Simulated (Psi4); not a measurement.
trifluoromethane (CHF$_{3}$), singlet, at a GFN2-xTB geometry, with bond 4-1 at 1.6 times its length; Psi4 with CAM-B3LYP/def2-SV(P).

Here is a job for Psi4.
```
memory 2 GB

molecule mol {
0 1
  C     0.001846    0.001479    0.337026
  H     0.007891    0.006322    1.440843
  F     0.027274    1.242683   -0.133867
  F     1.698072   -1.035191   -0.412208
  F    -1.091368   -0.597932   -0.119665
}

set basis def2-sv(p)
set reference rks

energy('cam-b3lyp')
print_variables()
```

Output, abridged:

```
   => Loading Basis Set <=

    Name: DEF2-SV(P)
    Role: ORBITAL
    Keyword: BASIS

         ---------------------------------------------------------
                                   SCF
               by Justin Turney, Rob Parrish, Andy Simmonett
                          and Daniel G. A. Smith
                              RKS Reference
         ---------------------------------------------------------

  ==> Geometry <==

    Molecular point group: c1
    Full point group: C1

    Geometry (in Angstrom), charge = 0, multiplicity = 1:

       Center              X                  Y                   Z               Mass
    ------------   -----------------  -----------------  -----------------  -----------------
         C           -0.170641870995     0.107097522278     0.439186818136    12.000000000000
         H           -0.164596870995     0.111940522278     1.543003818136     1.007825032230
         F           -0.145213870995     1.348301522278    -0.031706181864    18.998403162730
         F            1.525584129005    -0.929572477722    -0.310047181864    18.998403162730
         F           -1.263855870995    -0.492313477722    -0.017504181864    18.998403162730

  Running in c1 symmetry.

  Rotational constants: A =      0.34316  B =      0.18021  C =      0.12717 [cm^-1]
  Rotational constants: A =  10287.76138  B =   5402.53984  C =   3812.39486 [MHz]
  Nuclear repulsion =  115.981541147064405

  Charge       = 0
  Multiplicity = 1
  Electrons    = 34
  Nalpha       = 17
  Nbeta        = 17

  ==> Algorithm <==

  SCF Algorithm Type is DF.
  DIIS enabled.
  MOM disabled.
  Fractional occupation disabled.
  Guess Type is SAD.
  Energy threshold   = 1.00e-06
  Density threshold  = 1.00e-06
  Integral threshold = 1.00e-12

  ==> Primary Basis <==

  Basis Set: DEF2-SV(P)
    Blend: DEF2-SV(P)
    Number of shells: 26
    Number of basis functions: 58
    Number of Cartesian functions: 62
    Spherical Harmonics?: true
    Max angular momentum: 2

  ==> DFT Potential <==

   => LibXC <=

    Version 7.1.2
    S. Lehtola, C. Steigemann, M. J. T. Oliveira, and M. A. L. Marques,  SoftwareX 7, 1–5 (2018) (10.1016/j.softx.2017.11.002)

   => Composite Functional: CAM-B3LYP <=

    CAM-B3LYP Hyb-GGA Exchange-Correlation Functional

    T. Yanai, D. P. Tew, and N. C. Handy,  Chem. Phys. Lett. 393, 51 (2004) (10.1016/j.cplett.2004.06.011)

    Deriv               =              1
    GGA                 =           TRUE
    Meta                =          FALSE

    Exchange Hybrid     =           TRUE
    MP2 Hybrid          =          FALSE

   => Exchange Functionals <=

    0.3500         Becke 88 [omega = 0.3300]
    0.4600   Short-range recipe for B88 functional - erf [omega = 0.3300]

   => Exact (HF) Exchange <=

    0.4600            HF,LR [omega = 0.3300]
    0.1900               HF

   => Correlation Functionals <=

    0.1900   Vosko, Wilk & Nusair (VWN5)
    0.8100   Lee, Yang & Parr

   => LibXC Density Thresholds  <==

    XC_HYB_GGA_XC_CAM_B3LYP:  1.00E-14

   => Molecular Quadrature <=

    Radial Scheme          =       TREUTLER
    Pruning Scheme         =           NONE
    Nuclear Scheme         =       TREUTLER

    Blocking Scheme        =         OCTREE
    BS radius alpha        =              1
    Pruning alpha          =              1
    Radial Points          =             75
    Spherical Points       =            302
    Total Points           =         109310
    Total Blocks           =            875
    Max Points             =            256
    Max Functions          =             57
    Weights Tolerance      =       1.00E-15

   => Loading Basis Set <=

    Name: (DEF2-SV(P) AUX)
    Role: JKFIT
    Keyword: DF_BASIS_SCF

  ==> Integral Setup <==

  SCF_SUBTYPE=INCORE selected. In-core MEM_DF algorithm will be used.
  Using in-core AOs.

  ==> MemDFJK: Density-Fitted J/K Matrices <==

    J tasked:                   Yes
    K tasked:                   Yes
    wK tasked:                  Yes
    Omega:                3.300E-01
    Algorithm:                 Core
    Schwarz Cutoff:           1E-12
    Mask sparsity (%):       2.1403
    Fitting Condition:        1E-10

   => Auxiliary Basis Set <=

  Basis Set: (DEF2-SV(P) AUX)
    Blend: DEF2-UNIVERSAL-JKFIT
    Number of shells: 106
    Number of basis functions: 324
    Number of Cartesian functions: 388
    Spherical Harmonics?: true
    Max angular momentum: 4

  Minimum eigenvalue in the overlap matrix is 2.1013009192E-02.
  Reciprocal condition number of the overlap matrix is 5.5357244800E-03.
    Using symmetric orthogonalization.

  ==> Pre-Iterations <==

  SCF Guess: Superposition of Atomic Densities via on-the-fly atomic UHF (no occupation information).

   -------------------------
    Irrep   Nso     Nmo
   -------------------------
     A         58      58
   -------------------------
    Total      58      58
   -------------------------

  ==> Iterations <==

                           Total Energy        Delta E     RMS |[F,P]|

   @DF-RKS iter SAD:  -337.03774621141838   -3.37038e+02   0.00000e+00
   @DF-RKS iter   1:  -337.56956128950173   -5.31815e-01   1.09533e-02 DIIS/ADIIS
   @DF-RKS iter   2:  -336.67033744001384    8.99224e-01   2.72875e-02 DIIS/ADIIS
   @DF-RKS iter   3:  -337.74105668917304   -1.07072e+00   2.91707e-03 DIIS/ADIIS
   @DF-RKS iter   4:  -337.74650616702343   -5.44948e-03   1.81184e-03 DIIS/ADIIS
   @DF-RKS iter   5:  -337.74964029897541   -3.13413e-03   5.61119e-04 DIIS/ADIIS
   @DF-RKS iter   6:  -337.75002444645338   -3.84147e-04   2.24568e-04 DIIS/ADIIS
   @DF-RKS iter   7:  -337.75008755956867   -6.31131e-05   1.50514e-05 DIIS
   @DF-RKS iter   8:  -337.75008797555540   -4.15987e-07   2.65681e-06 DIIS
   @DF-RKS iter   9:  -337.75008801314567   -3.75903e-08   9.01928e-07 DIIS
  Energy and wave function converged.

  ==> Post-Iterations <==

   Electrons on quadrature grid:
      Ntotal   =   34.0000079961 ; deviation = 7.996e-06

    Orbital Energies [Eh]
    ---------------------

    Doubly Occupied:

       1A    -24.859939     2A    -24.859894     3A    -24.689303
       4A    -10.553359     5A     -1.410985     6A     -1.342876
       7A     -1.102958     8A     -0.824518     9A     -0.706388
      10A     -0.698714    11A     -0.647620    12A     -0.569408
      13A     -0.548804    14A     -0.543777    15A     -0.410040
      16A     -0.391259    17A     -0.391196

    Virtual:

      18A     -0.087126    19A      0.095670    20A      0.150174
      21A      0.186462    22A      0.407436    23A      0.475640
      24A      0.529515    25A      0.555797    26A      0.619073
      27A      1.083465    28A      1.119044    29A      1.138756
      30A      1.141809    31A      1.231960    32A      1.297056
      33A      1.297939    34A      1.362865    35A      1.378248
      36A      1.483523    37A      1.623916    38A      1.656416
      39A      1.694665    40A      1.849617    41A      1.962951
      42A      2.027250    43A      2.067171    44A      3.050624
      45A      3.057608    46A      3.064680    47A      3.076017
      48A      3.097117    49A      3.235973    50A      3.238629
      51A      3.244630    52A      3.244644    53A      3.258324
      54A      3.309895    55A      3.337131    56A      3.500650
      57A      3.756387    58A      3.845845

    Final Occupation by Irrep:
              A
    DOCC [    17 ]
    NA   [    17 ]
    NB   [    17 ]

  @DF-RKS Final Energy:  -337.75008801314567

   => Energetics <=

    Nuclear Repulsion Energy =            115.9815411470644051
    One-Electron Energy =                -699.5134399758336485
    Two-Electron Energy =                 273.1952089253284726
    DFT Exchange-Correlation Energy =     -27.4133981097048576
    Empirical Dispersion Energy =           0.0000000000000000
    VV10 Nonlocal Energy =                  0.0000000000000000
    Total Energy =                       -337.7500880131456711

Computation Completed

Properties will be evaluated at   0.000000,   0.000000,   0.000000 [a0]

Properties computed using the SCF density matrix

 Multipole Moments:

 ------------------------------------------------------------------------------------
     Multipole            Electronic (a.u.)      Nuclear  (a.u.)        Total (a.u.)
 ------------------------------------------------------------------------------------

 L = 1.  Multiply by 2.5417464519 to convert [e a0] to [Debye]
 Dipole X            :         -0.7384944           -0.2642189           -1.0027133
 Dipole Y            :          0.4424579            0.1743570            0.6168149
 Dipole Z            :         -0.8251878            1.7854261            0.9602383
 Magnitude           :                                                    1.5191946

 ------------------------------------------------------------------------------------

  Variable Map:
  ----------------------------------------------------------------------------
  "CURRENT ENERGY"              =>    -337.750088013146
  "CURRENT REFERENCE ENERGY"    =>    -337.750088013146
  "DD SOLVATION ENERGY"         =>       0.000000000000
  "DFT FUNCTIONAL TOTAL ENERGY" =>    -337.750088013146
  "DFT TOTAL ENERGY"            =>    -337.750088013146
  "DFT VV10 ENERGY"             =>       0.000000000000
  "DFT XC ENERGY"               =>     -27.413398109705
  "GRID ELECTRONS ALPHA"        =>      17.000003998028
  "GRID ELECTRONS BETA"         =>      17.000003998028
  "GRID ELECTRONS TOTAL"        =>      34.000007996057
  "NUCLEAR REPULSION ENERGY"    =>     115.981541147064
  "ONE-ELECTRON ENERGY"         =>    -699.513439975834
  "PCM POLARIZATION ENERGY"     =>       0.000000000000
  "PE ENERGY"                   =>       0.000000000000
  "SCF ITERATION ENERGY"        =>    -337.750088013146
  "SCF ITERATIONS"              =>       9.000000000000
  "SCF TOTAL ENERGY"            =>    -337.750088013146
  "TWO-ELECTRON ENERGY"         =>     273.195208925328
  "XC GRID RADIAL POINTS"       =>      75.000000000000
  "XC GRID SPHERICAL POINTS"    =>     302.000000000000
  "XC GRID TOTAL POINTS"        =>  109310.000000000000

  Array Variable Map:
  ----------------------------------------------------------------------------
  "CURRENT DIPOLE"              =>      -1.002713298596 ... 0.960238309882 1 by 3
  "SCF DIPOLE"                  =>      -1.002713298596 ... 0.960238309882 1 by 3
  "SCF TOTAL ENERGIES"          =>    -337.037746211418 ... -337.750088013146 1 by 10
```
